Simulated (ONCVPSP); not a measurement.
Which change was made? (Se, ONCV)

| Property | Result |
| --- | --- |
| Element | selenium |
| Generator | ONCVPSP 4.0.1 |
| Type | optimised norm-conserving Vanderbilt (ONCV) |
| Functional | PBEsol |
| Relativity | scalar-relativistic |
| Frozen core | [Ar] 3d10 |
| Valence charge | 6 |
| Reference configuration | 4s1.75 4p4.25 |
| Partial waves | 4s: rc 1.55 bohr, ncon 3, nbas 8, qcut 4.9 1/bohr, 2 projectors, debl 0.4 Ha; 4p: rc 1.80 bohr, ncon 5, nbas 10, qcut 4.7 1/bohr, 3 projectors, debl 0.5 Ha |
| Local potential | polynomial inside 1.40 bohr (lpopt 3, dvloc0 4 Ha) |
| Core correction | Teter function fitted to the true core (icmod 2), fcfact 0.35 |

In the s channel the program set the typed energies aside and used -0.643, 0.250 Ha.

Cutoffs, loose and tight: the cutoffs (Ha) at which the residual kinetic energy of the hardest occupied pseudo-wave falls to 1 and 0.1 mHa per electron. They do not see the model core or the augmentation charge, which bear on the density cutoff. Test errors are all-electron minus pseudo excitation energies from the reference, over the configurations 4s2 4p4; 4s2 4p3; 4s2 4p2; 4s2 4p1; variants that change the core or the reference have their own tests.

The base gives: outcome: generated, projector energies reset by the program; cutoff, loose: 11 Ha; cutoff, tight: 34 Ha; bound ghosts: p; GHOST(+) flags above zero: p; largest test error (meV): -33.

Q: After one change the result is: outcome: generated, projector energies reset by the program; cutoff, loose: 13 Ha; cutoff, tight: 29 Ha; bound ghosts: p; GHOST(+) flags above zero: p; largest test error (meV): -23. Which change was it?
A. s: nproj 3
B. p: qcut 7
C. p: rc 1.28; local potential polynomial inside 1.28 bohr (lpopt 3, dvloc0 4 Ha)
D. core correction Teter function fitted to the true core (icmod 2), fcfact 0.52

A: B. The others give: s: nproj 3 → outcome: generated, projector energies reset by the program; cutoff, loose: 11 Ha; cutoff, tight: 34 Ha; bound ghosts: s, p; GHOST(+) flags above zero: s, p; largest test error (meV): -33 | p: rc 1.28; local potential polynomial inside 1.28 bohr (lpopt 3, dvloc0 4 Ha) → outcome: generated, projector energies reset by the program; cutoff, loose: 181 Ha; cutoff, tight: 210 Ha; bound ghosts: p; GHOST(+) flags above zero: p; largest test error (meV): -36 | core correction Teter function fitted to the true core (icmod 2), fcfact 0.52 → outcome: generated, projector energies reset by the program; cutoff, loose: 11 Ha; cutoff, tight: 34 Ha; bound ghosts: p; GHOST(+) flags above zero: p; largest test error (meV): -24.
